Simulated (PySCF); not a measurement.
Field gradients at the hydrogen positions

C₃H₁₂FPSi₂.
SMILES with atom numbers: `[CH3:1][CH:2]([CH3:3])[Si@H:4]([F:5])[SiH2:6][PH2:7]` (hydrogens: H8, H9, H10 on C1; H11 on C2; H12, H13, H14 on C3; H15 on Si4; H16, H17 on Si6; H18, H19 on P7)

Structure used (GFN2-xTB), in Å, numbered top down from 1:
```
atom  x, y, z in Å
C1    -1.9416   -0.3540    1.1461
C2    -1.3805    0.6716    0.1649
C3    -1.7545    0.2926   -1.2675
Si4    0.5108    0.8631    0.3659
F5     0.9367    2.0677   -0.6388
Si6    1.7116   -1.0307   -0.2408
P7     3.9427   -0.8269   -0.2191
H8    -1.7149   -0.0748    2.1725
H9    -1.5147   -1.3374    0.9570
H10   -3.0233   -0.4287    1.0454
H11   -1.8490    1.6377    0.3840
H12   -1.3627    1.0212   -1.9738
H13   -1.3534   -0.6871   -1.5229
H14   -2.8371    0.2559   -1.3829
H15    0.8119    1.4677    1.6675
H16    1.4068   -1.5240   -1.5934
H17    1.4272   -2.1407    0.6821
H18    4.0073   -0.2885    1.0550
H19    3.9670    0.4247   -0.8085
```

Level: PBE0/pcSseg-1 (PySCF, non-relativistic); Q(2H) = 0.00286 b; rigid geometry, the same for H and D, with no vibrational averaging.

**Question.** Rank these positions by the coupling χzz of a deuteron there, largest first.
A. H17 (Si–H hydrogen)
B. H11 (methine hydrogen)
C. H8 (methyl hydrogen)
D. H19 (P–H hydrogen)

**Answer.** C (212 kHz), B (202 kHz), D (143 kHz), A (107 kHz).

**Question.** Give the electric field gradient Vzz (the principal value of largest size), its asymmetry and the 2H coupling at each hydrogen.

**Answer.** 
```tsv
atom	bonded to	bond length (Å)	Vzz (au)	η	χzz (kHz)
H8	C1	1.088	0.3152	0.02	212
H9	C1	1.089	0.3122	0.03	210
H10	C1	1.089	0.3130	0.02	210
H11	C2	1.096	0.3000	0.02	202
H12	C3	1.088	0.3125	0.02	210
H13	C3	1.089	0.3118	0.03	210
H14	C3	1.089	0.3125	0.02	210
H15	Si4	1.466	0.1587	0.02	107
H16	Si6	1.472	0.1585	0.02	107
H17	Si6	1.471	0.1589	0.02	107
H18	P7	1.385	0.2129	0.06	143
H19	P7	1.384	0.2128	0.07	143
```

**Question.** Average by the element that carries the hydrogen.

**Answer.** on C: 209 kHz over 7 positions, mean bond length 1.090 Å; on Si: 107 kHz over 3 positions, mean bond length 1.470 Å; on P: 143 kHz over 2 positions, mean bond length 1.384 Å.

Isolated species at its GFN2-xTB geometry (one conformer only). GFN2-xTB bond lengths can be off by several hundredths of an ångström, more for odd bonds, and the gradients follow them. The small basis limits the accuracy of the gradients.

These values come from a run that also computed NMR shieldings. Hardware: one thread, Intel Xeon Platinum 8488C (x86_64), on a shared host. Cost: 33 s, 0.91 GiB resident at most.
